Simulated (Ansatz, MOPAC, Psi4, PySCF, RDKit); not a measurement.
Pair of molecules: HF (SMILES F) (first 2 atoms) with CH2O2 (SMILES O=CO); geometry from B3LYP-D3(BJ)/def2-TZVP, rigid monomers moved along the line of their centres of mass till H2···O3 is 2.93 Å.
(charge 0, multiplicity 1):
```xyz
7

F      0.39017     0.00140     0.46205
H     -0.15532    -0.47250     1.09499
O     -0.86843    -0.75219     3.91900
C     -0.28708    -0.00262     4.67651
O      0.61344     0.89863     4.32842
H     -0.45787    -0.00032     5.75723
H      0.74115     0.86893     3.35367
```

```tsv
level	interaction energy (kJ/mol)	minus MP2/CBS(aug-cc-pVDZ, aug-cc-pVTZ) + ΔCCSD(T)/aug-cc-pVDZ	cost
UFF	-1.4	13.0	-
PM7	-7.2	7.2	-
HF/STO-3G (no counterpoise)	-4.1	10.3	-
HF/3-21G (no counterpoise)	-16.2	-1.7	-
HF/aug-cc-pVDZ	-14.0	0.5	-
PBE-D3(BJ)/def2-TZVPPD	-15.7	-1.2	×1
r2SCAN-D3(BJ)/def2-TZVPPD	-15.4	-1.0	×1
r2SCAN-D4/def2-TZVPPD	-15.4	-0.9	×1
B3LYP/3-21G (no counterpoise)	-17.6	-3.1	-
B3LYP/6-311+G** (no counterpoise)	-13.9	0.5	-
B3LYP-D4/def2-TZVPPD	-14.6	-0.2	×1
PBE0/def2-TZVPPD	-14.1	0.4	×1
PBE0-D4/def2-TZVPPD	-15.2	-0.7	×1
wB97X-V/def2-TZVPPD	-15.1	-0.6	×2
MP2/6-31G*	-12.5	1.9	-
MP2/aug-cc-pVTZ	-14.0	0.4	×3
SCS-MP2/aug-cc-pVDZ	-13.3	1.2	-
SCS-MP2/aug-cc-pVTZ	-13.5	0.9	-
MP2/CBS(aug-cc-pVDZ, aug-cc-pVTZ) + ΔCCSD(T)/aug-cc-pVDZ	-14.4	0.0	×7
SAPT0/jun-cc-pV(D+d)Z	-14.9	-0.4	-
```

 The comparison column counts from a level with limits of its own.

The rows run from -17.6 (B3LYP/3-21G (no counterpoise)) to -1.4 kJ/mol (UFF). The dispersion term adds -1.1 in PBE0-D4.

Interaction energies are E(AB) − E(A) − E(B) at the monomers' geometry in the complex; basis-set methods are counterpoise corrected. Rows marked so take none. RDKit's UFF carries no charges.

Correlated levels freeze the cores. CBS(a, b) extrapolates the correlation energy as X⁻³ and adds the Hartree–Fock energy of set b. Rows in 3-21G, 6-311+G**, 6-31G*, STO-3G carry no dispersion term and start afresh at each structure (6-31G* with six Cartesian d functions). MP2/6-31G* freezes PySCF's default core. The state reached by PM7 isn't checked; PM7 holds dispersion and hydrogen-bond terms.

Codes used: Ansatz (Gaussian basis) for Hartree–Fock, density functionals and correlated methods; MOPAC for PM7 (differences of heats of formation); Psi4 for SAPT; PySCF for 3-21G rows, 6-311+G** rows, 6-31G* rows, STO-3G rows, the dispersion terms; RDKit for the force fields. Values without a source in brackets are computed.

Costs are rough ratios of core time to PBE/def2-TZVPPD (about 5 s over the structures, on one shared machine); a dash marks a level with no comparable run of its own.

Ansatz is an electronic-structure program.
